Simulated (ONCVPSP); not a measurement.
Sb: one change to an ONCV potential, before and after

ONCVPSP 4.0.1 input, shortened (lines: element, Z, core and valence counts, functional; n l f; lmax; l rc ep ncon nbas qcut; lloc lpopt rc5 dvloc0; l nproj debl; icmod fcfact rcfact), PBE, scalar-relativistic:

```
  Sb 51.00    8    3        4      upf
    1    0    2.00
    2    0    2.00
    2    1    6.00
    3    0    2.00
    3    1    6.00
    3    2   10.00
    4    0    2.00
    4    1    6.00
    4    2   10.00
    5    0    1.75
    5    1    3.25
    2
    0    1.65    0.00    4    7    4.10
    1    2.40    0.00    3    8    3.00
    2    1.00    0.00    3    6   10.20
    4    5    0.90    4.00
    0    2    3.70
    1    3    1.10
    2    2    1.20
    1    0.20    0.00
```

In the d channel the program set the typed energies aside and used -1.245, 0.250 Ha.

All-electron outer shells of the reference configuration (PBE, scalar-relativistic, ld1.x):

```tsv
shell	level (eV)	outermost node (bohr)	outermost maximum (bohr)
4s	-149.21	0.39	0.73
4p	-102.16	0.39	0.76
4d	-33.86	0.38	0.84
5s	-13.04	0.95	1.90
5p	-4.98	1.04	2.32
```

Change: s: qcut 2.8; p: qcut 2.1; d: qcut 7.1.

Cutoffs: the cutoffs (Ha) at which the residual kinetic energy of the hardest occupied pseudo-wave falls to 1 and 0.1 mHa per electron; they do not see the model core or the augmentation charge, which bear on the density cutoff. Errors are all-electron minus pseudo energies relative to the spin-unpolarised reference configuration.

Task: What does the change do?

Result: The bound ghosts move from s to d, s; of the 4 tests that both files solve, the error grows in 0 and shrinks in 2 by more than 15 % and 0.3 meV (median size 7.6 → 8.1 meV).

```tsv
quantity	base	changed
cutoffs, loose and tight	47 Ha, 63 Ha	not determined
bound ghosts	s	s, d
GHOST(+) flags under 300 eV	p at 12.0 eV, s at 232.6 eV	p at 13.5 eV, s at 155.9 eV
error for 4d10 5s2 5p3, meV [ΔE -2.01 eV]	+0.9	+1.1
error for 4d10 5s2 5p2, meV [ΔE 6.31 eV]	-1.0	-0.5
error for 4d10 5s2 5p1, meV [ΔE 22.28 eV]	-14	-15
error for 4d9 5s2 5p4, meV [ΔE 29.11 eV]	-229	-179
s: phases at 1.67 bohr within 0.05 rad from the reference energy up to (Ha; the scan ends near 5)	to the end of the scan	to the end of the scan
p: phases at 2.44 bohr within 0.05 rad from the reference energy up to (Ha; the scan ends near 5)	to the end of the scan	to the end of the scan
d: phases at 1.01 bohr within 0.05 rad from the reference energy up to (Ha; the scan ends near 5)	to the end of the scan	to the end of the scan
rms error of d²Exc/dni dnj with the model core, mHa	1.55	1.63
```

 A true bound ghost makes a file unfit for plane-wave use even where its test errors are small: the radial tests pick states by their node count and pass the ghost by.
